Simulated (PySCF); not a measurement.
**Telling isomers of C8H5Cl apart by NMR**

Averaged over atoms made equivalent by symmetry, fast rotation or ring inversion, gas phase, no relativistic terms, one computed conformer. Geometry: GFN2-xTB; NMR shieldings at PBE0/pcSseg-1/GIAO; PySCF 2.14.

Scale: ¹H, ¹³C vs TMS (reference shieldings calculated alike). Where no couplings were computed, multiplicities follow the n + 1 count of equivalent neighbours, and m marks all less simple cases (inequivalent or close neighbours, rings, F or P nearby). Shifts are as computed. Against solution values, carbons near 30 ppm lie about +3 ppm off and those near 130 ppm about +5 ppm; carbons on Cl a further +6 ppm. Of 1211 compounds with measured shifts, 218 miss one by over three times the rms of a fit or turn the order of signals round; such compounds aren't used in these exercises. Carbons bonded to Cl come out too deshielded.

(1) Tabulate the signals of `C#CC1=C(Cl)C/1=C/C=C`, `C#Cc1cccc(Cl)c1` and their relative energies.

(2) What is the quickest way to tell C#CC1=C(Cl)C/1=C/C=C from C#Cc1cccc(Cl)c1?

Answers

(1) 
```json
{"SMILES": "C#CC1=C(Cl)C/1=C/C=C", "carbon types": "4×C 3×CH 1×CH2", "δC": "144.9, 142.0, 129.3, 126.4, 115.4, 113.9, 93.7, 72.6", "δH": "6.63 (m, 1H), 5.62 (d, 1H), 5.21 (m, 1H), 5.08 (m, 1H), 4.35 (s, 1H)", "E rel. (kcal/mol)": "87.8"}
{"SMILES": "C#Cc1cccc(Cl)c1", "carbon types": "3×C 5×CH", "δC": "146.2, 139.9, 137.3, 135.1, 134.9, 128.5, 89.0, 88.0", "δH": "7.83 (s, 1H), 7.69 (m, 1H), 7.56 (m, 1H), 7.56 (m, 1H), 2.87 (s, 1H)", "E rel. (kcal/mol)": "0.0"}
```

Energies are electronic energies at PBE0/pcSseg-1 on these geometries, without zero-point or thermal terms, each for the one conformer computed, which needn't be the lowest.

(2) Both give the same number of carbon signals, but DEPT or the intensities differ. The first has a terminal =CH2 carbon at 115.4 ppm, the second an alkyne carbon (C) at 88.0 ppm. Their most deshielded carbons lie at 144.9 and 146.2 ppm. In the proton spectra the most deshielded non-exchanging signals are 6.63 (m, 1H) and 7.83 (s, 1H).
